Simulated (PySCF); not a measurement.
Sn(F)(Cl)2(NH2) (Cl2FH2NSn), SMILES [NH2][Sn]([F])([Cl])[Cl].

The structure is a stationary point at B3LYP-D3(BJ)/def2-SVP. The structure was generated by enumeration; whether it is a known compound was not checked. The def2 effective core potentials stand for the cores of Sn; spin–orbit coupling is left out. Other conformers were not sampled.

Two levels are set side by side: PBE/def2-TZVP (PySCF) and HF/def2-TZVP (PySCF). Same geometry, gas phase. Differences are taken from unrounded values.

```
quantity                         HF    PBE  PBE minus HF
---------------------------  ------  -----  ------------
orbital gap (eV)              13.54   3.66         -9.88
highest occupied level (eV)  -12.50  -7.35          5.15
lowest empty level (eV)        1.04  -3.69         -4.73
dipole moment (D)              2.78   2.70         -0.08
mean polarisability (bohr³)    61.2   70.8           9.6
```

PBE's occupied levels lie high since its potential decays too fast outside the molecule; exact exchange lowers them and widens the gap. PBE's more diffuse valence density responds more strongly to a field. Differences between two approximate levels are no errors against the true value.

Rough cost on one machine, each run with all the roots and properties that it gave: HF against PBE about 1/3.
